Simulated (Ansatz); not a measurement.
Molecule: methylborane, CH₅B (charge 0, singlet). 
Geometry from a B3LYP-D3(BJ)/def2-TZVP (Ansatz, a quantum-chemistry and plane-wave program) optimisation:
```
C
H 1 1.0911
H 1 1.0911 2 110.17
H 1 1.1043 2 105.74 3 113.82
B 1 1.5512 2 115.05 4 114.15
H 5 1.1943 1 120.91 2 -26.93
H 5 1.1943 6 118.10 1 176.57
```
Charge 0, spin multiplicity 1.

CCSD(T) with Ansatz in growing basis sets, 12 correlated electrons. Cores are frozen in the correlated levels unless marked. Open shells are spin-unrestricted. Spin-orbit coupling is left out. No relativistic terms. Costs are ratios of core time to the smallest set, on shared machines of one kind, and rough; they hold the program's checks for lower states.

| basis | functions | cost over smallest | E(corr) (Eh) | electronic atomisation energy (kcal/mol) |
|---|---|---|---|---|
| def2-TZVPPD | 159 | 1× | -0.3305 | 577.3 |
| def2-QZVPPD | 291 | 9× | ? | ? |

**Question.** What does the step to def2-QZVPPD buy, and how does its cost grow by formal scaling?

**Answer.** Formally CCSD grows as o²v⁴ and (T) as o³v⁴; with o = 6 and v going from 151 to 283 both grow 12-fold in the last step, while integrals and the mean field grow more slowly. That step adds 14.2 mEh of correlation energy and 5.5 kcal/mol to the atomisation energy. Row: E(corr) (Eh) -0.3447, electronic atomisation energy (kcal/mol) 582.9.
